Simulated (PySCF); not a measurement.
# Dipole polarisabilities along group 13, charge +2

Calculated with PySCF 2.14 for the ground configurations, without spin-orbit coupling: coupled response for Hartree-Fock and DFT. Mean α in bohr³, C₆ of like pairs in atomic units.

```tsv
species	α UHF	α PBE	α PBE0	C₆ UHF	C₆ PBE	C₆ PBE0
B²⁺ [He] 2s1 (aug-cc-pVTZ-DK, spin-free X2C)	7.897	6.958	7.173	11.09	9.237	9.653
Al²⁺ [Ne] 3s1 (aug-cc-pV(T+d)Z, non-relativistic)	15.35	13.54	14.08	43.65	36.20	38.35
Ga²⁺ [Ar] 3d10 4s1 (aug-cc-pVTZ-DK, spin-free X2C)	12.19	9.577	10.12	36.19	27.38	29.09
In²⁺ [Kr] 4d10 5s1 (aug-cc-pVTZ-DK3, spin-free X2C)	17.51	13.23	14.01	74.69	55.65	58.74
Tl²⁺ [Xe] 4f14 5d10 6s1 (aug-cc-pVTZ-DK3, spin-free X2C)	14.58	12.10	12.49	81.62	71.25	72.41
```
